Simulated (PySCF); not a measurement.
Si(H)(Me)(OH)(OMe) (C2H8O2Si), SMILES CO[SiH](C)O.

Coordinates come from a ωB97X-D3(BJ)/def2-SVP optimisation. The values are those of a single conformer.

All values below come from SMD-ωB97X/6-31G* run with PySCF.

Solvation free energies are E(SMD) − E(gas) at the gas-phase geometry, for 1 M in both phases. In vacuum the dipole moment is 1.79 D.

**Question.** Rank water, ethanol, chloroform by solvation free energy, most negative first.

**Answer.** ethanol (-7.0 kcal/mol), water (-5.1 kcal/mol), chloroform (-4.5 kcal/mol)
